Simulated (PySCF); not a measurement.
PySCF job for TiF3, SMILES [F][Ti]([F])[F] (connectivity only; charge and spin as stated), neutral, multiplicity 2, IEF-PCM-PBE0/def2-SVP. Coordinates come from a PBE0-D3(BJ)/def2-SVP optimisation. The multiplicity is an assumed one; other spin states were not compared. The isomer is the one that the SMILES or the coordinates give; other isomers of the formula were not compared.

```python
import numpy as np
from pyscf import gto, scf, dft
from pyscf.solvent import pcm

mol = gto.M(
    atom='''
    Ti    0.00000000    0.00000000    0.00000000
    F    -1.75452000    0.00000000    0.00000000
    F     0.87726000    1.51945889    0.00000000
    F     0.87726000   -1.51945889    0.00000000
    ''',
    basis='def2-SVP',
    charge=0,
    spin=1,
    max_memory=1600,
    verbose=3,
)
mf = dft.UKS(mol, xc='pbe0').density_fit(auxbasis='def2-universal-jkfit')
mf.grids.level = 3
mf.conv_tol = 1e-9
mf.max_cycle = 100
mf.kernel()
fine, coarse = mf.grids, dft.Grids(mol).set(level=1).build(with_non0tab=True)
for _ in range(3):  # follow internal instabilities
    mf.grids = coarse
    mo, _, stable, _ = mf.stability(return_status=True, nroots=4)
    mf.grids = fine
    if stable:
        break
    mf.kernel(mf.make_rdm1(mo, mf.mo_occ))
res = {}
for name, eps in {'water': 78.355, 'chloroform': 4.7113, 'acetonitrile': 35.688}.items():
    s = mf.PCM()
    s.with_solvent.method, s.with_solvent.eps, s.with_solvent.lebedev_order = 'IEF-PCM', eps, 29
    s.kernel(mf.make_rdm1())
    res[name] = (s.e_tot, eps, s.dip_moment(), s.mo_energy, s.converged)
    print(f'{name}: electrostatic solvation free energy {(s.e_tot - mf.e_tot) * 627.509474:.3f} kcal/mol')
```

Log of the run:

```

WARN: HOMO -0.161320170797761 >= LUMO -0.161320170797764

converged SCF energy = -1148.36409187378  <S^2> = 0.75260947  2S+1 = 2.0026078
<class 'pyscf.df.df_jk.DFUKS'> wavefunction is stable in the internal stability analysis

WARN: PCM is an experimental feature. It is still in testing.
Features and APIs may be changed in the future.

converged SCF energy = -1148.37281534016  <S^2> = 0.75239029  2S+1 = 2.0023889
Dipole moment(X, Y, Z, Debye):  0.00030, -0.00000, -0.00000
water: electrostatic solvation free energy -5.474 kcal/mol

WARN: PCM is an experimental feature. It is still in testing.
Features and APIs may be changed in the future.

converged SCF energy = -1148.37032585443  <S^2> = 0.75245025  2S+1 = 2.0024487
Dipole moment(X, Y, Z, Debye):  0.00040,  0.00000,  0.00000
chloroform: electrostatic solvation free energy -3.912 kcal/mol

WARN: PCM is an experimental feature. It is still in testing.
Features and APIs may be changed in the future.

converged SCF energy = -1148.37260479954  <S^2> = 0.75239529  2S+1 = 2.0023939
Dipole moment(X, Y, Z, Debye):  0.00032,  0.00000, -0.00000
acetonitrile: electrostatic solvation free energy -5.342 kcal/mol
```

The calculation finished and met its thresholds.

Cost: about 50 core-seconds (a rough figure).
